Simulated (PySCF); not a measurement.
H₃O₃Zr (SMILES [OH][Zr+]([OH])[OH]), charge +1, singlet, geometry from GFN2-xTB (such geometries of metal compounds can be far from the true shape) (the multiplicity is a formal guess) (core potentials on Zr); B97M-V/def2-SVP in PySCF.

The PySCF input:
```python
from pyscf import gto, scf, dft

mol = gto.M(
    atom='''
Zr   -0.00000000    0.00000000   -0.00000000
O     1.73087780   -0.30028533   -0.50620704
H     2.64521877   -0.45891189   -0.77361230
O    -0.62364378   -0.68582318    1.57577593
H    -0.95308533   -1.04811117    2.40818392
O    -1.10723402    0.98610851   -1.06956890
H    -1.69213344    1.50702306   -1.63457162
''',
    basis='def2-svp',
    ecp={'Zr': 'def2-svp'},
    charge=1,
    verbose=4,
)

mf = dft.RKS(mol)
mf.xc = 'b97m_v'
mf.kernel()
```

What the program printed (banner, timings and long lists left out):

```
PySCF version 2.14.0

[INPUT] verbose = 4
[INPUT] num. atoms = 7
[INPUT] num. electrons = 38
[INPUT] charge = 1
[INPUT] spin (= nelec alpha-beta = 2S) = 0
[INPUT] symmetry False subgroup None
[INPUT] Mole.unit = angstrom
[INPUT] Symbol           X                Y                Z      unit          X                Y                Z       unit  Magmom
[INPUT]  1 Zr     0.000000000000   0.000000000000   0.000000000000 AA    0.000000000000   0.000000000000   0.000000000000 Bohr   0.0
[INPUT]  2 O      1.730877800000  -0.300285330000  -0.506207040000 AA    3.270884997090  -0.567457032925  -0.956592667927 Bohr   0.0
[INPUT]  3 H      2.645218770000  -0.458911890000  -0.773612300000 AA    4.998739014859  -0.867217787407  -1.461915373595 Bohr   0.0
[INPUT]  4 O     -0.623643780000  -0.685823180000   1.575775930000 AA   -1.178515943489  -1.296017980078   2.977784941382 Bohr   0.0
[INPUT]  5 H     -0.953085330000  -1.048111170000   2.408183920000 AA   -1.801070247041  -1.980643059397   4.550808066381 Bohr   0.0
[INPUT]  6 O     -1.107234020000   0.986108510000  -1.069568900000 AA   -2.092369053601   1.863475013003  -2.021192292352 Bohr   0.0
[INPUT]  7 H     -1.692133440000   1.507023060000  -1.634571620000 AA   -3.197668767818   2.847860846804  -3.088892692787 Bohr   0.0

nuclear repulsion = 142.044664850312
number of shells = 38
number of NR pGTOs = 150
number of NR cGTOs = 88
basis = def2-svp
ecp = {'Zr': 'def2-svp'}

******** <class 'pyscf.dft.rks.RKS'> ********
method = RKS
initial guess = minao
damping factor = 0
level_shift factor = 0
DIIS = <class 'pyscf.scf.diis.CDIIS'>
diis_start_cycle = 1
diis_space = 8
diis_damp = 0
SCF conv_tol = 1e-09
SCF conv_tol_grad = None
SCF max_cycles = 50
direct_scf = True
direct_scf_tol = 1e-13
XC library pyscf.dft.libxc version 7.1.2
    S. Lehtola, C. Steigemann, M. J. T. Oliveira, and M. A. L. Marques,  SoftwareX 7, 1–5 (2018)
XC functionals = b97m_v
    N. Mardirossian and M. Head-Gordon,  J. Chem. Phys. 142, 074111 (2015)
radial grids:
    Treutler-Ahlrichs [JCP 102, 346 (1995); DOI:10.1063/1.469408] (M4) radial grids

becke partition: Becke, JCP 88, 2547 (1988); DOI:10.1063/1.454033
pruning grids: <function nwchem_prune>
grids dens level: 3
symmetrized grids: False
atomic radii adjust function: <function treutler_atomic_radii_adjust>
** Following is NLC and NLC Grids **
NLC functional = b97m_v
radial grids:
    Treutler-Ahlrichs [JCP 102, 346 (1995); DOI:10.1063/1.469408] (M4) radial grids

becke partition: Becke, JCP 88, 2547 (1988); DOI:10.1063/1.454033
pruning grids: <function nwchem_prune>
grids dens level: 3
symmetrized grids: False
atomic radii adjust function: <function treutler_atomic_radii_adjust>
small_rho_cutoff = 0
Set gradient conv threshold to 3.16228e-05
Initial guess from minao.
tot grids = 94064
tot grids = 94064
init E= -268.403970166276
  HOMO = -0.659334412494796  LUMO = -0.443757864272538  gap/eV = 5.86614
cycle= 1 E= -273.882306757849  delta_E= -5.48  |g|= 1.25  |ddm|= 4.36
  HOMO = -0.306639418543959  LUMO = -0.207134807846671  gap/eV = 2.70766
cycle= 2 E= -273.636914238568  delta_E= 0.245  |g|= 1.69  |ddm|= 2.27
  HOMO = -0.507356605632682  LUMO = -0.284777265483676  gap/eV = 6.05669
cycle= 3 E= -274.171105571262  delta_E= -0.534  |g|= 0.375  |ddm|= 1.33
  HOMO = -0.495681888438861  LUMO = -0.320567872010912  gap/eV = 4.76510
cycle= 4 E= -274.205331606524  delta_E= -0.0342  |g|= 0.0579  |ddm|= 0.37
  HOMO = -0.489838791990198  LUMO = -0.30989366767156  gap/eV = 4.89656
cycle= 5 E= -274.206316539124  delta_E= -0.000985  |g|= 0.00259  |ddm|= 0.0608
  HOMO = -0.49024892035693  LUMO = -0.310543825025171  gap/eV = 4.89002
cycle= 6 E= -274.206318039526  delta_E= -1.5e-06  |g|= 0.000889  |ddm|= 0.00319
  HOMO = -0.490297797015344  LUMO = -0.310491360584933  gap/eV = 4.89278
cycle= 7 E= -274.206318232709  delta_E= -1.93e-07  |g|= 4.53e-05  |ddm|= 0.000748
  HOMO = -0.490301605579857  LUMO = -0.310496510124903  gap/eV = 4.89275
cycle= 8 E= -274.206318232499  delta_E= 2.11e-10  |g|= 5.56e-05  |ddm|= 7.32e-05
  HOMO = -0.490301866465602  LUMO = -0.310496996045096  gap/eV = 4.89274
cycle= 9 E= -274.206318233151  delta_E= -6.53e-10  |g|= 4.63e-06  |ddm|= 4.01e-05
  HOMO = -0.490301537535534  LUMO = -0.310497326364132  gap/eV = 4.89272
Extra cycle  E= -274.206318233133  delta_E= 1.8e-11  |g|= 1e-05  |ddm|= 9.85e-06
converged SCF energy = -274.206318233133
```
